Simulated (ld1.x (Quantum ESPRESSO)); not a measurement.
Which change was made? (Mn, TM semilocal)

| Item | Value |
| --- | --- |
| Element | Mn |
| Generator | ld1.x (Quantum ESPRESSO) 7.5 |
| Type | norm-conserving Troullier–Martins (semilocal form) |
| Functional | PBE |
| Relativity | scalar-relativistic |
| Frozen core | [Ar] |
| Valence charge | 7 |
| Reference configuration | 3d5 4s2 4p0 |
| Partial waves | 4p (bound, empty): rc 3.55 bohr; 3d (bound): rc 1.10 bohr; 4s (bound): rc 2.20 bohr |
| Local potential | the s channel |
| Core correction | Bessel-smoothed model core inside 0.90 bohr |

Cutoffs, loose and tight: the cutoffs (Ry, on a coarse ladder) from which the occupation-weighted sum of valence levels, in a spherical-Bessel basis at the reference potential, stays within 10 and 1 mRy of its value at 400 Ry. They do not see the model core or the augmentation charge, which bear on the density cutoff. Test errors are all-electron minus pseudo excitation energies from the reference, over the configurations 3d5 4s1 4p0; 3d5 4s0 4p0; 3d4 4s0 4p0; 3d5 4s1 4p1; 3d6 4s0 4p0; 3d4 4s2 4p1; 3d5 4s1.5 4p0; variants that change the core or the reference have their own tests.

The base gives: outcome: generated; cutoff, loose: 160 Ry; cutoff, tight: 180 Ry; bound ghosts: none; largest test error (meV): -270.

Question: After one change the result is: outcome: generated; cutoff, loose: 300 Ry; cutoff, tight: over 300 Ry; bound ghosts: none; largest test error (meV): -264. Which change was it?
A. wave 3d (bound): rc 1.10 bohr becomes 3d (bound): rc 0.92 bohr
B. wave 3d (bound): rc 1.10 bohr becomes 3d (bound): rc 1.68 bohr
C. wave 3d (bound): rc 1.10 bohr becomes 3d (bound): rc 1.46 bohr
D. wave 3d (bound): rc 1.10 bohr becomes 3d (bound): rc 0.70 bohr

Answer: D. The others give: wave 3d (bound): rc 1.10 bohr becomes 3d (bound): rc 1.68 bohr → outcome: generated; cutoff, loose: 90 Ry; cutoff, tight: 120 Ry; bound ghosts: none; largest test error (meV): -246 | wave 3d (bound): rc 1.10 bohr becomes 3d (bound): rc 1.46 bohr → outcome: generated; cutoff, loose: 110 Ry; cutoff, tight: 140 Ry; bound ghosts: none; largest test error (meV): -265 | wave 3d (bound): rc 1.10 bohr becomes 3d (bound): rc 0.92 bohr → outcome: generated; cutoff, loose: 200 Ry; cutoff, tight: 260 Ry; bound ghosts: none; largest test error (meV): -269.
